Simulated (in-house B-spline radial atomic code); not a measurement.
Zn²⁺. Computed with a B-spline radial atomic code. Model: non-relativistic spherical atom: semilocal Troullier-Martins pseudo-atom, one channel per l, against all electrons, high spin, G0W0 and RPA with empty states to l = 8, local potential for every l without a channel, a model core (radius 0 = none) keeps its share of the functional.

What the tables leave out is listed at the end.

The pseudopotential gives back the lowest level of each angular momentum of its own functional in the configuration it was made in; a second state of the same l is only approximately right. Exact exchange, RPA and GW see the smooth pseudo-orbitals and miss the exchange with the core, for which the functional's share stands in. The column with an uncorrelated core keeps all orbitals and exact exchange, and so separates missing core correlation from pseudisation. Only the three outermost levels and the lowest empty one were computed. RPA here is direct RPA, with no exchange kernel, and its energies carry an (l + 1/2)⁻⁴ tail. A hybrid on a potential with a model core restores only its own semilocal share of the core's exchange.

Command:
```bash
python run_psgw.py task.json out
```
Settings (lengths in bohr, energies in hartree):
```
Z                      30
electrons              28
configuration          [Ar] 3d10
generated_in           [Ar] 3d10 4s2
functional             lda,vwn
core_shells            3
radius_factor          0.8
core_correction        False
```

Run time, properties included: 27 s on 1 thread of Arm Neoverse N1, with other jobs on the host.

Given: made with LDA VWN5; model core radius 0 bohr; local radius 0.608 bohr; mean-field start LDA VWN5.

Valence shells of the generating configuration: 3s, 3p, 3d, 4s.

Channel: s 0.477, p 0.477, d 1.349 (radii in bohr).

Computed: largest level miss in the spin-unpolarised generating configuration 0.129 eV; valence RPA correlation energy all-electron orbitals -1.3706 hartree; all-electron RPA polarisability, core included 2.5978 bohr³; pseudo-atom RPA polarisability 2.5642 bohr³.

| level | occupied | mean-field all-electron (eV) | mean-field pseudo minus all (eV) | G0W0 all-electron (eV) | G0W0 uncorrelated core minus all (eV) | G0W0 pseudo minus all (eV) | exchange self-energy all-electron (eV) | exchange self-energy pseudo (eV) |
| --- | --- | --- | --- | --- | --- | --- | --- | --- |
| 3d | 1 | -31.456 | -0.234 | -40.237 | 0.098 | -0.529 | -52.432 | -48.575 |
| 4s (empty) | 0 | -22.777 | -0.316 | -17.862 | 0.01 | -0.247 | -3.8824 | -3.3307 |

Q: What is the valence RPA correlation energy pseudo?

A: -1.2692 hartree.

Given: mean-field start PBE0.

Computed: valence RPA correlation energy all-electron orbitals -1.3131 hartree; all-electron RPA polarisability, core included 2.2237 bohr³; pseudo-atom RPA polarisability 2.1734 bohr³.

```tsv
level	occupied	mean-field all-electron (eV)	mean-field pseudo minus all (eV)	G0W0 all-electron (eV)	G0W0 uncorrelated core minus all (eV)	G0W0 pseudo minus all (eV)	exchange self-energy all-electron (eV)	exchange self-energy pseudo (eV)
3d	1	-33.954	-0.319	-40.206	0.102	-0.228	-52.669	-49.007
4s (empty)	0	-21.013	-0.204	-17.752	0.008	-0.192	-3.4159	-2.9147
```

Q: What is the valence RPA correlation energy pseudo?

A: -1.2183 hartree.

Given: mean-field start Hartree-Fock.

Computed: valence RPA correlation energy pseudo -1.1043 hartree; all-electron RPA polarisability, core included 1.5582 bohr³; pseudo-atom RPA polarisability 1.5486 bohr³.

```csv
level,occupied,mean-field all-electron (eV),mean-field pseudo minus all (eV),G0W0 all-electron (eV),G0W0 uncorrelated core minus all (eV),G0W0 pseudo minus all (eV),exchange self-energy all-electron (eV),exchange self-energy pseudo (eV)
3d,1,-41.74,-0.278,-40.264,0.104,-0.318,-53.115,-49.397
4s (empty),0,-16.474,-0.185,-17.355,0.006,-0.214,-2.4101,-2.0909
```

Q: What is the valence RPA correlation energy all-electron orbitals?

A: -1.1845 hartree.

Among the listed levels the largest G0W0 shift of the pseudo-atom is -0.53 eV, for 3d on the LDA VWN5 start, while leaving the core uncorrelated moves that level by +0.10 eV. So pseudisation and the lost core exchange, not the missing core correlation, make the error. Not in the tables (levels of low weight, unsolved or above zero; the highest and the empty levels are kept at any weight): on LDA the G0W0 levels 3p (pseudo minus all -0.96 eV, weights 0.51 and 0.56), 3s (pseudo minus all -0.58 eV, weights 0.43 and 0.46); on PBE0 the G0W0 levels 3p (pseudo minus all -0.90 eV, weights 0.56 and 0.56), 3s (pseudo minus all -0.53 eV, weights 0.53 and 0.54); on Hartree-Fock the G0W0 levels 3p (pseudo minus all -1.14 eV, weights 0.71 and 0.76), 3s (pseudo minus all -1.42 eV, weights 0.19 and 0.48).
